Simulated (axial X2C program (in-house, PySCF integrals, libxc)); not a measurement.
**Low determinants of HfF⁻ at the PBE0 level, scalar-relativistic**

Computed with an in-house all-electron X2C program for linear molecules (integrals from PySCF). Spin-free means the one-electron spin-free X2C Hamiltonian. Basis: Hf dyall-acv3z [14s15p10d7f4g], F dyall-av3z [7s6p3d2f] (cores contracted in-house); Gaussian nuclei, density fitting, unrestricted open shells. Masses: Hf 179.947 u, F 18.998 u.

Search at 1.903 Å (vertical energies from the lowest determinant):

```tsv
ΔE (eV)	state	electrons beyond evenly filled partner blocks	electrons in σ, π, δ, φ
0.00	M_S = 1, Λ = 0	δ+α, δ-α	32 32 14 4
0.04	M_S = 1, Λ = 3	π+α, δ+α	32 33 13 4
0.12	M_S = 1, Λ = 1	π-α, δ+α	32 33 13 4
0.14	M_S = 1, Λ = 2	σα, δ+α	33 32 13 4
0.20	M_S = 0, Λ = 3	π+α, δ+β	32 33 13 4
0.20	M_S = 0, Λ = 1	π-α, δ+β	32 33 13 4
0.21	M_S = 0, Λ = 2	σα, δ+β	33 32 13 4
```

Lowest determinant, M_S = 1, Λ = 0 (beyond evenly filled blocks: δ+α, δ-α): Re = 1.915 Å, ωe = 572.3 cm⁻¹.

The determinant in row 2 of the search, M_S = 1, Λ = 3 (beyond evenly filled blocks: π+α, δ+α), was followed along the bond at PBE0; measured from the minimum of the lowest determinant it gives:

Te = 0.042 eV (336 cm⁻¹), Re = 1.893 Å, ωe = 584.1 cm⁻¹.

Q: Compare the bond of the determinant in row 2 with that of the lowest one.

A: At PBE0 its Re is 0.022 Å shorter and its force constant, which goes as ωe², is 1.04 times that of the lowest determinant. T0 ≈ Te + Δωe/2 = 336 + (6) = 342 cm⁻¹.

The search compares states at one distance, so a state with another bond length can lie lower; it is not exhaustive and yields mostly the lowest determinant of each block pattern, so other components and higher states of one pattern are missing. These are energies of single determinants, not of spin-adapted states; PBE0 term energies can be off by some tenths of an eV, and the functional has no current term. The lowest determinant need not be the ground state where others lie within half an eV. For an anion, determinants above electron detachment are held by the basis set. Spin–orbit coupling is large for these atoms, so the spin-free order is a model. The highest occupied level of some functionals is positive through self-interaction error; at Hartree–Fock it is bound. Row 1 is spin-contaminated (⟨S²⟩ = 2.17 against 2.00), so its values are not those of a pure state. Row 1 has a positive highest level at its minimum. Row 2 has a positive highest level at its minimum.
